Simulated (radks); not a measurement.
Q: Spherical quantum dot in the effective-mass picture: electrons in a hard-walled sphere of radius 10.8, all in effective atomic units (hartree* = m*/eps^2 hartree, bohr* = eps/m* bohr), one dielectric constant everywhere. Method: non-relativistic Kohn-Sham, LDA (Slater exchange, Perdew-Wang correlation), spin-polarised, spherical densities; computed with a radial shooting solver with Libxc functionals. Levels are named by radial order and angular momentum (1s, 1p, 1d, 2s, ...), and open shells are averaged over m. At N = 26 the configuration is 1s2 1p6 1d10 1f(up 7, down 1). Does electron 27 go into 1g down or 1f down or 1g up?

A: Into 1f down. The total energies of the other choices lie higher by 0.0384 hartree* (1g up), 0.0566 hartree* (1g down).
